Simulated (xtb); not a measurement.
C$_{4}$H$_{6}$, charge +1, doublet, geometry from GFN2-xTB (a state made from the parent by changing its charge; the spin is typed, not shown lowest); GFN1-xTB in xtb.

The xtb input:
```
$ xtb mol.xyz --gfn 1 --chrg 1 --uhf 1 --hess --json

# file mol.xyz
10

C      1.71665213     0.23385619    -0.65421520
C      0.68274168    -0.14002771     0.14349386
C     -0.68274168     0.14002771    -0.14349386
C     -1.71665213    -0.23385619     0.65421520
H      1.60973557     0.96661348    -1.44374069
H      2.70290166    -0.19391727    -0.52929052
H      0.88858126    -0.68913391     1.05875241
H     -0.88858126     0.68913391    -1.05875241
H     -2.70290166     0.19391727     0.52929052
H     -1.60973557    -0.96661348     1.44374069
```

What the program printed (banner, timings and long lists left out):

```
   ID    Z sym.   atoms
    1    6 C      1-4
    2    1 H      5-10

           -------------------------------------------------
          |                Calculation Setup                |
           -------------------------------------------------

           -------------------------------------------------
          |                 G F N 1 - x T B                 |
           -------------------------------------------------

          ...................................................
          :                      SETUP                      :
          :.................................................:
          :  # basis functions                  28          :
          :  # atomic orbitals                  28          :
          :  # shells                           20          :
          :  # electrons                        21          :
          :  # halogen bonds                     0          :
          :  max. iterations                   250          :
          :  Hamiltonian                  GFN1-xTB          :
          :  restarted?                      false          :
          :  GBSA solvation                  false          :
          :  PC potential                    false          :
          :  electronic temp.          300.0000000     K    :
          :  accuracy                    1.0000000          :
          :  -> integral cutoff          0.2500000E+02      :
          :  -> integral neglect         0.1000000E-07      :
          :  -> SCF convergence          0.1000000E-05 Eh   :
          :  -> wf. convergence          0.2000000E-04 e    :
          :  Broyden damping             0.4000000          :
          :  net charge                          1          :
          :  unpaired electrons                  1          :
          ...................................................

 iter      E             dE          RMSdq      gap      omega  full diag
   1    -11.2675453 -0.112675E+02  0.773E+00    3.17       0.0  T
   2    -11.2858443 -0.182990E-01  0.463E+00    3.15       1.0  T
   3    -11.2859344 -0.901304E-04  0.664E-01    3.13       1.0  T
   4    -11.2873610 -0.142656E-02  0.192E-01    3.14       1.0  T
   5    -11.2876683 -0.307292E-03  0.263E-02    3.14       1.2  T
   6    -11.2876724 -0.411269E-05  0.974E-04    3.14      32.5  T
   7    -11.2876724 -0.413110E-08  0.236E-04    3.14     134.0  T
   8    -11.2876724 -0.372886E-09  0.193E-04    3.14     164.0  T
   9    -11.2876724 -0.168070E-09  0.489E-06    3.14    6461.6  T

   *** convergence criteria satisfied after 9 iterations ***

         :::::::::::::::::::::::::::::::::::::::::::::::::::::
         ::                     SUMMARY                     ::
         :::::::::::::::::::::::::::::::::::::::::::::::::::::
         :: total energy             -11.082089994289 Eh    ::
         :: gradient norm              0.020267994466 Eh/a0 ::
         :: HOMO-LUMO gap              3.138514838464 eV    ::
         ::.................................................::
         :: SCC energy               -11.287672388118 Eh    ::
         :: -> electrostatic           0.120836340362 Eh    ::
         :: repulsion energy           0.208285220915 Eh    ::
         :: dispersion energy         -0.002702827087 Eh    ::
         :: halogen bond corr.         0.000000000000 Eh    ::
         :: add. restraining           0.000000000000 Eh    ::
         :: total charge               1.000000000000 e     ::
         :::::::::::::::::::::::::::::::::::::::::::::::::::::

           -------------------------------------------------
          |                Numerical Hessian                |
           -------------------------------------------------
step length          :   0.00500
SCC accuracy         :   0.30000
Hessian scale factor :   1.00000
frozen atoms in %    :   0.00000    0
RMS gradient         :   0.02027 !! INCOMPLETELY OPTIMIZED GEOMETRY !!
estimated CPU  time      0.00 min

writing file <hessian>.

 projected vibrational frequencies (cm⁻¹)
eigval :       -0.00    -0.00    -0.00     0.00     0.00     0.00
eigval :      105.22   249.60   337.05   447.07   505.19   806.13
eigval :      874.87   885.37   891.98   910.65   920.73  1193.86
eigval :     1228.56  1232.92  1303.76  1354.89  1502.31  1526.97
eigval :     3078.36  3085.75  3095.35  3096.35  3155.50  3156.18
           -------------------------------------------------
          |                Property Printout                |
           -------------------------------------------------

    * Orbital Energies and Occupations

         #    Occupation            Energy/Eh            Energy/eV
      -------------------------------------------------------------
         1        2.0000           -0.9020379             -24.5457
         2        2.0000           -0.8858307             -24.1047
         3        2.0000           -0.8461106             -23.0238
         4        2.0000           -0.8326345             -22.6571
         5        2.0000           -0.7889027             -21.4671
         6        2.0000           -0.7867511             -21.4086
         7        2.0000           -0.7473460             -20.3363
         8        2.0000           -0.7401028             -20.1392
         9        2.0000           -0.7222800             -19.6542
        10        2.0000           -0.7141766             -19.4337
        11        1.0000           -0.6610345             -17.9877 (HOMO)
        12                         -0.5456962             -14.8491 (LUMO)
        13                         -0.4391618             -11.9502
        14                         -0.3367124              -9.1624
        15                         -0.3219732              -8.7613
        16                         -0.3210564              -8.7364
        17                         -0.2954045              -8.0384
        18                         -0.2777187              -7.5571
[...]
     5   1 H    0.988 --     1 C    0.965
     6   1 H    0.988 --     1 C    0.960
     7   1 H    0.989 --     2 C    0.950
     8   1 H    0.989 --     3 C    0.950
     9   1 H    0.988 --     4 C    0.960
    10   1 H    0.988 --     4 C    0.965
 ---------------------------------------------------------------------------

Topologies differ in total number of bonds
Writing topology from bond orders to xtbtopo.mol

 dipole moment from electron density (au)
     X       Y       Z
  -0.0000  -0.0000   0.0000  total (Debye):    0.000

           -------------------------------------------------
          |               Frequency Printout                |
           -------------------------------------------------
 projected vibrational frequencies (cm⁻¹)
eigval :       -0.00    -0.00    -0.00     0.00     0.00     0.00
eigval :      105.22   249.60   337.05   447.07   505.19   806.13
eigval :      874.87   885.37   891.98   910.65   920.73  1193.86
eigval :     1228.56  1232.92  1303.76  1354.89  1502.31  1526.97
eigval :     3078.36  3085.75  3095.35  3096.35  3155.50  3156.18
 reduced masses (amu)
   1: 10.12   2:  8.29   3:  9.75   4:  9.75   5: 10.20   6:  8.03   7:  8.31   8:  7.05
Molecule has the following symmetry elements: (i)
It seems to be the Ci point group
   9:  2.04  10:  7.13  11:  4.98  12:  3.65  13:  4.92  14:  5.72  15:  4.39  16:  2.04
  17:  3.19  18:  7.84  19:  3.09  20:  2.88  21:  2.71  22:  3.74  23: 10.42  24: 10.99
  25:  1.81  26:  1.86  27:  1.55  28:  1.54  29:  2.14  30:  2.14
 IR intensities (km·mol⁻¹)
   1: 14.86   2: 10.50   3:  3.50   4:  5.87   5: 12.08   6:  7.15   7:  6.80   8: 12.58
   9: 44.27  10:  0.00  11:  0.00  12:  0.00  13:  0.00  14:  0.00  15: 28.42  16:141.49
  17: 17.26  18:  0.00  19:  0.56  20:  0.00  21:121.30  22:  0.00  23: 53.72  24:  0.00
  25:  0.00  26:  1.27  27: 45.66  28:  0.00  29:  0.00  30: 19.60
 Raman intensities (Ä⁴*amu⁻¹)
   1:  0.00   2:  0.00   3:  0.00   4:  0.00   5:  0.00   6:  0.00   7:  0.00   8:  0.00
   9:  0.00  10:  0.00  11:  0.00  12:  0.00  13:  0.00  14:  0.00  15:  0.00  16:  0.00
  17:  0.00  18:  0.00  19:  0.00  20:  0.00  21:  0.00  22:  0.00  23:  0.00  24:  0.00
  25:  0.00  26:  0.00  27:  0.00  28:  0.00  29:  0.00  30:  0.00
 output can be read by thermo (or use thermo option).
 writing <g98.out> molden fake output.
 recommended (thermochemical) frequency scaling factor: 1.0
           -------------------------------------------------
          |             Thermodynamic Functions             |
           -------------------------------------------------

ci  symmetry found (for desy threshold:  0.10E+00) used in thermo

          ...................................................
          :                      SETUP                      :
          :.................................................:
          :  # frequencies                          24      :
          :  # imaginary freq.                       0      :
          :  linear?                             false      :
          :  only rotor calc.                    false      :
          :  symmetry                               ci      :
          :  rotational number                       1      :
          :  scaling factor                  1.0000000      :
          :  rotor cutoff                   50.0000000 cm⁻¹ :
          :  imag. cutoff                  -20.0000000 cm⁻¹ :
          :.................................................:

    mode    ω/cm⁻¹     T·S(HO)/kcal·mol⁻¹    T·S(FR)/kcal·mol⁻¹   T·S(vib)
   ------------------------------------------------------------------------
       1    105.22    -1.00036 ( 95.15%)    -0.83557 (  4.85%)    -0.99236
       2    249.60    -0.51681 ( 99.84%)    -0.58000 (  0.16%)    -0.51691
   ------------------------------------------------------------------------

   temp. (K)  partition function   enthalpy   heat capacity  entropy
                                   cal/mol     cal/K/mol   cal/K/mol   J/K/mol
 298.15  VIB   6.12                 1569.265     12.027      8.836
         ROT  0.316E+05              888.752      2.981     23.572
         INT  0.193E+06             2458.018     15.008     32.408
         TR   0.385E+27             1481.254      4.968     37.869
         TOT                        3939.2718    19.9758    70.2767   294.0379

       T/K    H(0)-H(T)+PV         H(T)/Eh          T*S/Eh         G(T)/Eh
   ------------------------------------------------------------------------
    298.15    0.627763E-02    0.858873E-01    0.333907E-01    0.524965E-01
   ------------------------------------------------------------------------

         :::::::::::::::::::::::::::::::::::::::::::::::::::::
         ::                  THERMODYNAMIC                  ::
         :::::::::::::::::::::::::::::::::::::::::::::::::::::
         :: total free energy         -11.029593446674 Eh   ::
         ::.................................................::
         :: total energy              -11.082089994289 Eh   ::
         :: zero point energy           0.079609663689 Eh   ::
         :: G(RRHO) w/o ZPVE           -0.027113116075 Eh   ::
         :: G(RRHO) contrib.            0.052496547615 Eh   ::
         :::::::::::::::::::::::::::::::::::::::::::::::::::::

           -------------------------------------------------
          | TOTAL ENERGY              -11.082089994289 Eh   |
          | TOTAL ENTHALPY            -10.996202701476 Eh   |
          | TOTAL FREE ENERGY         -11.029593446674 Eh   |
          | GRADIENT NORM               0.020268007624 Eh/α |
          | HOMO-LUMO GAP               3.138514859197 eV   |
           -------------------------------------------------
########################################################################
[WARNING] Runtime exception occurred
-1- hessian_numhess: Hessian on incompletely optimized geometry!
########################################################################

normal termination of xtb
```
